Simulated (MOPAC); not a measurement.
MOPAC input (PM6):

```
PM6 PRECISE GNORM=0.05 LET XYZ UHF MS=0.5 GEO-OK AUX(PRECISION=9) THREADS=1
C3H4Cl

C    -2.38256400 1   -0.00941300 1    0.17512300 1
C    -1.07179200 1    0.39012300 1    0.08427800 1
C    -0.00505900 1   -0.48402400 1   -0.00637800 1
Cl    1.62069300 1    0.06296300 1   -0.11833500 1
H    -3.18143700 1    0.71409000 1    0.24397600 1
H    -2.65391000 1   -1.05719600 1    0.18047000 1
H    -0.84544300 1    1.45115900 1    0.08242600 1
H    -0.11450500 1   -1.55853300 1   -0.01331200 1
```

From the output:

```
                                                       MOPAC v23.2.5 Linux

          FINAL HEAT OF FORMATION =         20.63737 KCAL/MOL =      86.34674 KJ/MOL

          COSMO AREA              =        109.74 SQUARE ANGSTROMS
          COSMO VOLUME            =         93.90 CUBIC ANGSTROMS

          GRADIENT NORM           =          0.02065          =       0.00730 PER ATOM
          IONIZATION POTENTIAL    =          9.123219 EV
          ALPHA SOMO LUMO (EV)    =         -9.123  0.888
          BETA  SOMO LUMO (EV)    =        -10.665 -0.512
          NO. OF ALPHA ELECTRONS  =         12
          NO. OF BETA  ELECTRONS  =         11
          MOLECULAR WEIGHT        =         75.5176         POINT GROUP:  Cs

          MOLECULAR DIMENSIONS (Angstroms)

            Atom       Atom       Distance
            H     5   Cl     4     4.83880
            H     8    H     7     2.93453
            H     6    H     7     0.00000

          SCF CALCULATIONS        =         22

   ATOM   CHEMICAL          X               Y               Z
  NUMBER   SYMBOL      (ANGSTROMS)     (ANGSTROMS)     (ANGSTROMS)

     1       C         -2.36982865  *  -0.00684897  *   0.17422188  *
     2       C         -1.05713892  *   0.39896381  *   0.08332391  *
     3       C         -0.00117700  *  -0.50573749  *  -0.00696625  *
     4      Cl          1.60131429  *   0.06999537  *  -0.11681161  *
     5       H         -3.18327721  *   0.69575964  *   0.24385515  *
     6       H         -2.66792069  *  -1.04184545  *   0.18171472  *
     7       H         -0.82754215  *   1.47144087  *   0.08139204  *
     8       H         -0.10957051  *  -1.58195676  *  -0.01400188  *

                             CARTESIAN COORDINATES

   1    C       -2.369828650    -0.006848966     0.174221877
   2    C       -1.057138925     0.398963806     0.083323907
   3    C       -0.001177000    -0.505737495    -0.006966251
   4   Cl        1.601314289     0.069995366    -0.116811611
   5    H       -3.183277208     0.695759641     0.243855154
   6    H       -2.667920695    -1.041845445     0.181714717
   7    H       -0.827542147     1.471440869     0.081392035
   8    H       -0.109570512    -1.581956756    -0.014001875

           Empirical Formula: C3 H4 Cl  =     8 atoms

      MOLECULAR POINT GROUP   :   Cs

          ALPHA EIGENVALUES
 -28.39922 -26.50817 -23.27514 -20.09374 -16.70731 -15.77104 -13.79825 -13.33085
 -12.95546 -11.27113 -11.00161  -9.12322   0.88766   0.91696   4.36817   4.90917
   5.23978   5.55328   5.92302   6.07372  87.77728  87.80847  87.85401  88.13747
  88.14111

           BETA EIGENVALUES
 -28.29300 -26.36273 -23.02428 -19.98696 -16.56679 -15.60487 -13.62397 -12.87649
 -12.56429 -10.97203 -10.66465  -0.51223   1.28463   1.63415   4.46632   4.97397
   5.32438   5.65225   6.04681   6.16127  87.78856  87.83503  87.84186  88.20738
  88.21256

              NET ATOMIC CHARGES AND DIPOLE CONTRIBUTIONS

  ATOM NO.   TYPE          CHARGE      No. of ELECS.   s-Pop       p-Pop       d-Pop
    1          C          -0.304306        4.3043     1.12972     3.17459
    2          C          -0.116877        4.1169     1.09857     3.01831
    3          C          -0.152494        4.1525     1.14234     3.01015
    4         Cl          -0.063003        7.0630     1.98781     5.06876     0.00643
    5          H           0.152790        0.8472     0.84721
    6          H           0.150919        0.8491     0.84908
    7          H           0.160165        0.8398     0.83983
    8          H           0.172805        0.8272     0.82720
 DIPOLE           X         Y         Z       TOTAL
 POINT-CHG.    -1.424    -0.290     0.101     1.457
 HYBRID         0.164     0.027    -0.012     0.167
 SUM           -1.260    -0.263     0.089     1.290

          ATOMIC ORBITAL ELECTRON POPULATIONS

     Atom    s        px        py        pz      x^2-y^2     xz        z^2       yz        xy
    1  C   1.12972   1.03218   1.13526   1.00714
    2  C   1.09857   0.96432   1.06642   0.98757
    3  C   1.14234   0.87844   1.06134   1.07037
    4 Cl   1.98781   1.23892   1.89990   1.92994   0.00229   0.00080   0.00113   0.00008   0.00213
    5  H   0.84721
    6  H   0.84908
    7  H   0.83983
    8  H   0.82720

                    (SZ)    =    0.500000
                    (S**2)  =    0.897068

          ATOMIC ORBITAL SPIN POPULATIONS

    Atom   Total    s     px     py     pz   x^2-y^2  xz     z^2    yz     xy
         Atomic
    1  C  0.7192  0.019  0.035  0.028  0.637
    2  C -0.4532 -0.018 -0.037 -0.025 -0.373
    3  C  0.7573  0.021  0.036  0.031  0.670
    4 Cl  0.0330  0.001 -0.026 -0.003  0.060  0.000  0.000  0.000  0.000  0.000
    5  H -0.0242 -0.024
    6  H -0.0239 -0.024
    7  H  0.0155  0.016
    8  H -0.0238 -0.024

 **********************
 *                    *
 * JOB ENDED NORMALLY *
 *                    *
 **********************

 == MOPAC DONE ==
```

The geometry given is a B3LYP-D3(BJ)/def2-TZVP minimum.

The determinant is spin-contaminated: <S^2> is 0.90 against 0.75 for a pure state.
